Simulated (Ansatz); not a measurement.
Relaxation of AlBrF2H2O2 (8 atoms, charge 0, multiplicity 1), to a largest force component of 0.03 eV/Å in at most 50 steps.

These are results of Ansatz, RKS PBE/def2-SVP, not measurements.

```xyz
8
Properties=species:S:1:pos:R:3
Al -0.142 -0.866 0.680
Br 1.627 0.499 -2.289
F -1.341 -1.506 1.649
F 0.992 -1.892 0.037
H 1.490 1.173 -0.976
O 0.133 0.952 0.824
O -0.979 0.660 -0.201
H -1.780 0.980 0.275
```

Task: Where does it end, and by what steps?

Result: The forces met the threshold. The force dipped under the threshold on the way, but the program's further checks kept it going. After 18 steps the energy has fallen by 0.165 eV; Br2 moved furthest, 1.15 Å.

```
step  energy less start (eV)  largest force component (eV/Å)  accepted
   0                  0.0000                           0.745       yes
   1                 -0.0495                           0.544       yes
   2                 -0.0898                           0.194       yes
   3                 -0.1044                           0.726       yes
   4                 -0.1390                           0.213       yes
   5                 -0.1439                           0.144       yes
   6                 -0.1549                           0.108       yes
   7                 -0.1583                           0.181       yes
   8                 -0.1614                           0.047       yes
   9                 -0.1621                           0.092       yes
  10                 -0.1633                           0.032       yes
  11                 -0.1638                           0.051       yes
  12                 -0.1642                           0.057       yes
  13                 -0.1645                           0.042       yes
  14                 -0.1648                           0.031       yes
  15                 -0.1650                           0.042       yes
  16                 -0.1651                           0.033       yes
  17                 -0.1653                           0.022       yes
  18                 -0.1654                           0.021       yes
```

```xyz
8
Properties=species:S:1:pos:R:3
Al -0.209 -0.959 0.786
Br 2.400 1.323 -2.057
F -0.849 -1.121 2.314
F 0.390 -2.271 -0.034
H 1.283 1.127 -1.135
O 0.113 0.719 0.216
O -1.268 0.281 -0.288
H -1.860 0.901 0.197
```

Whether the end is a true minimum wasn't checked by a vibrational analysis.

Run time: 46 s on 2 threads of Arm Neoverse V1, on a shared host, peak memory 0.16 GiB.
